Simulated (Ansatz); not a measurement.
C₃H₇B₂F, SMILES `C=CBB(C)F`, relaxed with RKS PBE-D4/def2-SVP in Ansatz from a rough embedded geometry. The force threshold is 0.03 eV/Å; the program also tests the step.

The species carries charge 0 and has multiplicity 1.

Start:

```xyz
13

C    -2.186   -0.319   -1.861
C    -1.596   -0.282   -0.598
B    -0.072    0.069   -0.398
B     0.658   -0.009    1.049
C     2.170    0.381    1.253
F    -0.171   -0.267    2.266
H    -3.211   -0.538   -1.919
H    -1.561   -0.091   -2.721
H    -2.204   -0.550    0.301
H     0.591    0.268   -1.348
H     2.426    0.310    2.355
H     2.773   -0.397    0.697
H     2.384    1.424    0.925
```

| step | energy (eV) | largest force (eV/Å) | largest move (Å) |
| --- | --- | --- | --- |
| 1 | -7279.3949 | 3.382 | 0.000 |
| 2 | -7279.6574 | 3.218 | 0.195 |
| 3 | -7279.8441 | 1.124 | 0.200 |
| 4 | -7280.0703 | 0.781 | 0.126 |
| 5 | -7280.0846 | 0.571 | 0.036 |
| 6 | -7280.1004 | 0.160 | 0.054 |
| 7 | -7280.1040 | 0.097 | 0.053 |
| 8 | -7280.1124 | 0.183 | 0.165 |
| 9 | -7280.1186 | 0.285 | 0.192 |
| 10 | -7280.1518 | 0.195 | 0.200 |
| 11 | -7280.1759 | 0.199 | 0.197 |
| 12 | -7280.1872 | 0.406 | 0.195 |
| 13 | -7280.2026 | 0.497 | 0.174 |
| 14 | -7280.2216 | 0.236 | 0.200 |
| 15 (rejected) | -7280.2018 | 0.448 | 0.133 |
| 16 | -7280.2336 | 0.132 | 0.067 |
| 17 | -7280.2361 | 0.096 | 0.054 |
| 18 | -7280.2373 | 0.035 | 0.074 |
| 19 | -7280.2375 | 0.023 | 0.019 |

End:

```xyz
13

C    -2.157   -0.053   -1.763
C    -1.491    0.002   -0.580
B    -0.039   -0.532   -0.444
B     0.888   -0.524    0.979
C     1.881    0.642    1.361
F     0.847   -1.578    1.829
H    -3.199    0.296   -1.882
H    -1.671   -0.464   -2.664
H    -2.037    0.427    0.283
H     0.467   -0.940   -1.484
H     1.913    0.816    2.458
H     2.902    0.306    1.067
H     1.697    1.602    0.840
```

It took 25 s on 4 threads of an Arm Neoverse V1 on a shared host, with 0.16 GiB of host memory at the peak.
